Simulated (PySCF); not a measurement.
Functional benchmark on one molecule

Molecule: SMILES c1cc(C=C)ccn1, C₇H₇N.

Numbering as in the mapped SMILES `[CH2:1]=[CH:2][c:3]1[cH:4][cH:5][n:6][cH:7][cH:8]1` (H(Xn): hydrogen on atom n). Ha(C1) is cis to C3; Hb(C1) is trans to C3.

Geometry PBE0-D3(BJ)/def2-SVP throughout; GIAO in PySCF, gas phase, one conformer, non-relativistic; equivalent atoms averaged; basis pcSseg-1.

Reference values (estimated from measurements, as parent shift plus tabulated substituent increments; solution, not stated per compound (mostly CDCl3 or CCl4); Pretsch, Buehlmann, Badertscher, Structure Determination of Organic Compounds, 4th ed. (2009)): δ(C5/C7) = 150.1 ppm, δ(C4/C8) = 120.7 ppm, δ(C3) = 144.3 ppm, δ(H(C5)/H(C7)) = 8.47 ppm, δ(H(C4)/H(C8)) = 7.17 ppm. Computed shifts are taken against TMS, calculated as an isolated molecule at each level.

Task: How do the functionals LDA, PBE, BLYP, BP86, KT3, B3LYP, PBE0, WP04, B97-2, wB97X-D perform against the reference? Times are CPU seconds on shared hosts with different chips, so compare them loosely; the GGAs took longer than the global hybrids here, which isn't the general rule, and the cause wasn't traced.

Result: 
| functional | kind | C5/C7 | C4/C8 | C3 | H(C5)/H(C7) | H(C4)/H(C8) | mean abs. error C | mean abs. error H | core-s |
| --- | --- | --- | --- | --- | --- | --- | --- | --- | --- |
| LDA | LDA | 160.0 | 127.7 | 149.3 | 8.81 | 7.11 | 7.3 | 0.20 | 22 |
| PBE | GGA | 153.9 | 122.6 | 143.7 | 8.69 | 7.00 | 2.1 | 0.19 | 27 |
| BLYP | GGA | 154.5 | 123.1 | 145.4 | 8.56 | 6.88 | 2.6 | 0.19 | 32 |
| BP86 | GGA | 153.8 | 122.4 | 143.9 | 8.67 | 6.99 | 1.9 | 0.19 | 28 |
| KT3 | GGA | 143.1 | 113.5 | 133.9 | 8.42 | 6.79 | 8.2 | 0.22 | 32 |
| B3LYP | global hybrid | 156.8 | 125.2 | 148.3 | 8.62 | 7.04 | 5.1 | 0.14 | 20 |
| PBE0 | global hybrid | 156.4 | 124.7 | 147.0 | 8.75 | 7.18 | 4.3 | 0.14 | 26 |
| WP04 | global hybrid | 156.1 | 124.5 | 148.0 | 8.41 | 6.86 | 4.5 | 0.19 | 20 |
| B97-2 | global hybrid | 153.0 | 121.8 | 143.8 | 8.67 | 7.10 | 1.5 | 0.13 | 20 |
| wB97X-D | range-separated hybrid | 157.7 | 125.7 | 148.9 | 8.74 | 7.22 | 5.7 | 0.16 | 26 |

For ¹³C the closest is B97-2 (1.5 ppm) and the furthest KT3 (8.2 ppm).

For ¹H the closest is B97-2 (0.13 ppm, with B3LYP, PBE0, wB97X-D practically level) and the furthest KT3 (0.22 ppm). One molecule is a small sample, and vibrational and solvent effects are absent from the calculation.
